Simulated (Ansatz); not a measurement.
Breaking the Al1–F3 bond in AlF2H (SMILES [F][AlH][F]) (multiplicity 1 held, fragments rigid). Energies count from the point at 1.644 Å.
Geometry at that point (charge 0, multiplicity 1):
```xyz
4

Al    -0.2974    -0.2000    -0.2345
H     -1.3759    -0.9255    -1.0852
F     -0.2200     1.4416    -0.1846
F      0.8024    -1.0499     0.6440
```

Restricted levels (R-, RO-) in cc, def2 and unpolarised 6-31G sets keep to the state of the molecule at rest. Unrestricted levels (U-) break spin symmetry where that is lower. Active spaces are followed from a long bond inwards. Levels need not reach the same state.

Frozen-core correlation.

Run with Ansatz (a program for electronic structure) with Gaussian orbitals. 

Energies in eV.

| R (Å) | U-MP2/cc-pV(D+d)Z | R-CCSDT/cc-pV(D+d)Z | R-CCSDT(Q)/cc-pV(D+d)Z | FIC-MRCISD on CASSCF(6,4)/cc-pV(D+d)Z | FIC-MRCISD+Q on CASSCF(6,4)/cc-pV(D+d)Z |
|---|---|---|---|---|---|
| 1.315 | 3.44 | 3.42 | 3.42 | 3.34 | 3.39 |
| 1.480 | 0.68 | 0.67 | 0.67 | 0.63 | 0.66 |
| 1.644 | 0.00 | 0.00 | 0.00 | 0.00 | 0.00 |
| 1.809 | 0.24 | 0.24 | 0.24 | 0.26 | 0.25 |
| 1.973 | 0.88 | 0.87 | 0.87 | 0.91 | 0.89 |
| 2.220 | 2.09 | 2.07 | 2.06 | 2.12 | 2.10 |
| 2.466 | 3.30 | 3.24 | 3.22 | 3.30 | 3.29 |
| 2.877 | 5.90 | 4.80 | 4.76 | 4.85 | 4.89 |
| 3.288 | 6.44 | 5.76 | 5.69 | 5.72 | 5.80 |
| 3.782 | 6.60 | 6.25 | 6.14 | 6.10 | 6.20 |
| 4.439 | 6.65 | 6.39 | 6.21 | 6.22 | 6.32 |
| 5.262 | 6.66 | 6.41 | 6.19 | 6.24 | 6.34 |

Doubts at one or more of the structures used: a spin-contaminated determinant (U-MP2/cc-pV(D+d)Z); a restricted determinant that unrestricted orbitals would lower (R-CCSDT/cc-pV(D+d)Z, R-CCSDT(Q)/cc-pV(D+d)Z); T1 above 0.05 (R-CCSDT/cc-pV(D+d)Z, R-CCSDT(Q)/cc-pV(D+d)Z); other coupled-cluster roots lie near (R-CCSDT/cc-pV(D+d)Z, R-CCSDT(Q)/cc-pV(D+d)Z); active orbitals that take no part (FIC-MRCISD on CASSCF(6,4)/cc-pV(D+d)Z, FIC-MRCISD+Q on CASSCF(6,4)/cc-pV(D+d)Z).
